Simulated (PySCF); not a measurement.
C₈H₁₂O.
Numbering: `[CH2:1]=[C:2]1[CH2:3][CH2:4]/[C:5]1=[C:6](\[CH3:7])[O:8][CH3:9]` (hydrogens: H10, H11 on C1; H12, H13 on C3; H14, H15 on C4; H16, H17, H18 on C7; H19, H20, H21 on C9)

Cartesian coordinates in Å at the GFN2-xTB level; atoms count from 1:
```xyz
21
C8H12O angstrom
C      1.6559   -2.0700   -0.1334
C      1.6336   -0.7538    0.0115
C      2.7029    0.3104    0.1117
C      1.5828    1.3659    0.2417
C      0.5797    0.2418    0.1321
C     -0.7582    0.2090    0.1388
C     -1.5795    1.4561    0.2715
O     -1.3734   -1.0110    0.0139
C     -2.7762   -1.0738    0.0072
H      0.7411   -2.6337   -0.1827
H      2.5810   -2.6171   -0.2071
H      3.3233    0.4106   -0.7776
H      3.3492    0.2213    0.9837
H      1.5477    2.0923   -0.5705
H      1.5721    1.8987    1.1928
H     -2.2396    1.4024    1.1368
H     -0.9186    2.3084    0.3917
H     -2.1935    1.6146   -0.6152
H     -3.0204   -2.1293   -0.1077
H     -3.2093   -0.5161   -0.8294
H     -3.2096   -0.7097    0.9445
```

Method: PBE0/pcSseg-1 in PySCF (dipole) on a GFN2-xTB geometry, gas phase.

Masses are those of the commonest isotopes; rigid-rotor values at the optimised geometry. The values belong to one conformer with, in the numbering `[CH2:1]=[C:2]1[CH2:3][CH2:4]/[C:5]1=[C:6](\[CH3:7])[O:8][CH3:9]`, C5–C6–O8–C9 180°.

Problem. What are A, B and C (GHz)?

Solution. Ia = 180.90, Ib = 427.25, Ic = 595.45 u·Å²; 505379 MHz·u·Å²/I gives 2794, 1183 and 848.7 MHz, that is A = 2.7937, B = 1.1829, C = 0.8487 GHz.

Problem. What kind of rotor is it?

Solution. An asymmetric top. Ray's parameter κ = (2B − A − C)/(A − C) = -0.656; −1 is the prolate and +1 the oblate limit.

Problem. Is it planar, by Δ = Ic − Ia − Ib?

Solution. Not planar: Δ = Ic − Ia − Ib = -12.69 u·Å². For a rigid frame Δ = −2 Σ m c², so Σ m c² = 6.35 u·Å² lies off the ab plane, practically all of it from hydrogen. The atom farthest from that plane is 0.91 Å away.

Problem. Give the other two planar moments, Paa and Pbb, and the rms extents of the mass along the axes.

Solution. Paa = Σ m a² = (Ib + Ic − Ia)/2 = 420.90 and Pbb = Σ m b² = (Ia + Ic − Ib)/2 = 174.55 u·Å². With the mass M = 124.09 u, the rms extents √(P/M) along a, b and c are 1.84, 1.19, 0.23 Å.

Problem. Which types of transition are allowed, and where do some lines up to J = 4 fall?

Solution. The dipole components are |μa| = 2.19 D, |μb| = 1.55 D, |μc| = 0.03 D. Intensities carry the squares of the components, which stand as 1.00 : 0.50 : 0.00 (a : b : c). Some lines, for components of 0.1 D or more:

| type | branch | J(Ka,Kc) | MHz | lower level (cm⁻¹) |
| --- | --- | --- | --- | --- |
| a | Q | 1(1,0) ← 1(1,1) | 334 | 0.121 |
| a | Q | 4(2,2) ← 4(2,3) | 649 | 0.914 |
| a | Q | 2(1,1) ← 2(1,2) | 1002 | 0.246 |
| b | R | 2(0,2) ← 1(1,1) | 2406 | 0.121 |
| b | R | 1(1,1) ← 0(0,0) | 3642 | 0.000 |
| a | R | 2(1,2) ← 1(1,1) | 3729 | 0.121 |
| b | Q | 4(1,3) ← 4(0,4) | 3960 | 0.656 |
| a | R | 2(0,2) ← 1(0,1) | 4016 | 0.068 |
| b | R | 4(1,3) ← 3(2,2) | 4325 | 0.644 |
| b | Q | 4(2,2) ← 4(1,3) | 4414 | 0.788 |
| b | Q | 3(2,1) ← 3(1,2) | 4591 | 0.498 |
| b | Q | 2(2,1) ← 2(1,2) | 5835 | 0.246 |
| a | R | 3(0,3) ← 2(0,2) | 5913 | 0.202 |
| b | Q | 3(2,2) ← 3(1,3) | 6364 | 0.432 |
| b | Q | 4(2,3) ← 4(1,4) | 7078 | 0.678 |
| a | R | 4(0,4) ← 3(0,3) | 7705 | 0.399 |
| a | R | 4(1,3) ← 3(1,2) | 8688 | 0.498 |
| b | Q | 3(3,0) ← 3(2,1) | 8693 | 0.651 |
| b | Q | 3(3,1) ← 3(2,2) | 8917 | 0.644 |
| b | R | 2(2,1) ← 1(1,0) | 9230 | 0.133 |
| b | R | 3(2,2) ← 2(1,1) | 10927 | 0.279 |
| b | Q | 4(4,1) ← 4(3,2) | 12372 | 1.215 |
| b | R | 3(3,0) ← 2(2,1) | 15016 | 0.441 |
| b | R | 4(2,2) ← 3(1,3) | 15103 | 0.432 |
| b | R | 4(3,1) ← 3(2,2) | 17155 | 0.644 |
| b | R | 4(4,0) ← 3(3,1) | 20581 | 0.941 |

No frequency check. Zero-point vibration and centrifugal distortion are left out. A rigid rotor knows nothing of internal rotation, which can split or shift real lines.
